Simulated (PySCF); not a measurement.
## Magnesium: a sound run and one with changed settings

Sound run: Mg²⁺ [Ne], Mg³⁺ [He] 2s2 2p5. Calculation: PySCF 2.14, in aug-cc-pVDZ (5s4p2d, 27 functions); the non-relativistic Hamiltonian (point nucleus). The sound run starts from symmetry-adapted Hartree-Fock orbitals and uses a fine grid where one is needed.

Changed run: 26 angular points. This setting is unsound on purpose.

| species | method | sound run (hartree) | changed run (hartree) | converged |
| --- | --- | --- | --- | --- |
| Mg²⁺ | UHF | -198.82424 | -198.82424 | yes |
| Mg²⁺ | B3LYP | -199.23945 | -199.23945 | yes |
| Mg²⁺ | PBE | -199.09989 | -199.09989 | yes |
| Mg³⁺ | UHF | -195.84641 | -195.84641 | yes |
| Mg³⁺ | B3LYP | -196.19896 | -196.19832 | yes |
| Mg³⁺ | PBE | -196.06973 | -196.06887 | yes |

Ionisation energy of Mg²⁺:

| method | sound run (eV) | changed run (eV) |
| --- | --- | --- |
| UHF | 81.031 | 81.031 |
| B3LYP | 82.736 | 82.753 |
| PBE | 82.455 | 82.478 |

A coarse angular grid integrates products of high-l functions wrongly, so density functionals can shift, and the SCF can exploit the error; Hartree-Fock and MP2 need no grid.

For comparison, NIST gives 80.144 eV between the lowest levels.
